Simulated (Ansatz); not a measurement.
Total energies of CH₇AlSiSn (`[CH3][SnH]1[AlH][SiH2]1`).

```xyz
11

C     1.5410   -0.7782   -1.2801
Sn    0.3077    0.7396   -0.3908
Al   -0.5240    1.2426    2.0596
Si   -1.7941   -0.3397    0.8123
H     1.1290   -1.0518   -2.2512
H     2.5544   -0.3980   -1.4092
H     1.5581   -1.6518   -0.6302
H     0.1473    2.0241   -1.5253
H    -0.5823    2.4508    3.0904
H    -1.1033   -1.6522    1.0205
H    -3.2338   -0.5854    0.5041
```

Total charge 0; spin multiplicity 1. Correlated methods include outer-core shells of Sn, which these sets cover unevenly. Sn takes the def2 core potential. All single points use the PBE0-D4/def2-TZVP geometry. Basis def2-TZVPP, Ansatz.

RPA on PBE orbitals: Hartree–Fock energy of these orbitals -786.05529 Eh, correlation -1.19197 Eh (frozen core).

```
             functional  energy without D4 (Eh)  D4 term (kJ/mol)
            LDA (SPW92)              -785.56198                 –
                 B97M-V              -788.40035                 –
                   PBE0              -788.24234             -21.8
                r2SCANh              -788.50758              -6.6
                r2SCAN0              -788.48368              -7.4
HSE06 (plane-wave form)              -788.22514             -20.8
                ωB97X-V              -788.40245                 –
                ωB97M-V              -788.39263                 –
                 B2PLYP              -788.02697                 –
               PBE-QIDH              -787.86174                 –
```

**Question.** Give the same for PBE, revPBE, BLYP, r2SCAN, B3LYP, BHLYP, CAM-B3LYP, LC-ωPBE. (Estimate.)

**Answer.** The calculation gave: 
| functional | energy without D4 (Eh) | D4 term (kJ/mol) |
| --- | --- | --- |
| PBE | -788.17219 | -25.2 |
| revPBE | -788.44886 | -60.2 |
| BLYP | -788.43387 | -52.4 |
| r2SCAN | -788.52436 | -6.0 |
| B3LYP | -788.64470 | -41.1 |
| BHLYP | -788.41809 | -39.0 |
| CAM-B3LYP | -788.47968 | -22.9 |
| LC-ωPBE | -788.35023 | – |

B3LYP takes the VWN-RPA correlation (the form of Gaussian; ORCA's B3LYP/G). HSE06 is the plane-wave form, built on full-range PBE exchange. The double hybrids freeze the cores in their second-order part.

LC-ωPBE has ω = 0.4 bohr⁻¹.
